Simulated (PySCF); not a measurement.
C₄H₁₀Si₂, SMILES C#C[SiH2][SiH2]CC.

The structure is a stationary point at B3LYP-D3(BJ)/def2-SVP. The structure was generated by enumeration, and PubChem lists no compound with its InChIKey, so it may never have been made. The values are those of a single conformer.

Level of theory: M06-2X/def2-TZVP in PySCF.

The total energy comes out as -737.32017 hartree and the highest occupied level comes out as -8.64 eV. The lowest empty level is 0.57 eV, the orbital gap comes out as 9.21 eV and the dipole moment is 1.06 D. The quadrupole, principal values (traceless, Buckingham form, about the centre of nuclear charge) is -4.37, -2.27, 6.64 D·Å. The mean static polarisability is 101.0 bohr³ (14.97 Å³) and the polarisability, principal values is 86.2, 101.2, 115.7 bohr³.
